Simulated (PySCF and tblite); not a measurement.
Results of a calculation; reference values are marked as such.
**Barrier and rate of a rotation**

System: C₆H₈BFO, numbered as in [BH2:1][c:2]1[cH:3][c:4]([CH2:5][CH3:6])[c:7]([F:8])[o:9]1.

Motion: rotation about the B1–C2 bond (torsion H–B1–C2–C3 from 0° to 180°, rising). Level: CAM-B3LYP/pcSseg-1 + D3(BJ) on GFN2-xTB stationary points, with GFN2-xTB thermal terms. Rates follow Eyring's equation with the number of equivalent paths and no tunnelling. Shieldings: GIAO at the same DFT level; methyl-like tops are averaged, other torsions stay as in the two minima; line shapes leave out couplings; of unlike H on one atom, [a] is the less shielded. Run with tblite and PySCF.

| point | symmetry | E(GFN2) kcal/mol | E(DFT) kcal/mol | ZPE change kcal/mol | lowest mode cm⁻¹ | dipole D |
| --- | --- | --- | --- | --- | --- | --- |
| start | C1 | 0.0 | 0.0 | 0.00 | 20 | 2.64 |
| saddle | C1 | 10.4 | 18.3 | -0.79 | 415i | 1.91 |
| end | C1 | 0.0 | 0.0 | 0.00 | 25 | 2.64 |

| Quantity | Value |
| --- | --- |
| Electronic barrier | 18.3 kcal/mol |
| Barrier with zero-point energy | 17.5 kcal/mol |
| ΔH‡ (298 K) | 17.3 kcal/mol |
| ΔS‡ (298 K, symmetry apart) | -1.2 cal/(mol K) |
| Paths | 2 equivalent paths |
| End point | the same structure with atoms interchanged, or its mirror image |
| Mean lifetime of the start against this motion at 298 K | 700 ms |
| Cost | 98 s on 1 thread of Arm Neoverse V1, shared host (rough), peak memory 0.99 GiB, launched as `OMP_NUM_THREADS=1 python ens_run.py task.json out` |

```
T/K  ΔG‡ kcal/mol      k s⁻¹
150          17.5  1.8×10⁻¹³
200          17.6   5.4×10⁻⁷
250          17.6     0.0043
298          17.7        1.4
350          17.7        125
400          17.8       3140
500          18.0    2.9×10⁵
```

ΔG and ΔG‡ leave out symmetry numbers and mirror images; rates count paths: 2 out.

Sites that the motion interchanges:

```tsv
nucleus	site	ppm	scale
¹H	H on B1 [b]	6.27	δ against TMS
¹H	H on B1 [a]	6.44	δ against TMS
```

```csv
nucleus,sites,¹H MHz,spread Hz,coalescence K,k there s⁻¹
¹H,H on B1 [b] / H on B1 [a],300,53,349,116
¹H,H on B1 [b] / H on B1 [a],500,88,356,195
¹H,H on B1 [b] / H on B1 [a],800,141,363,313
```
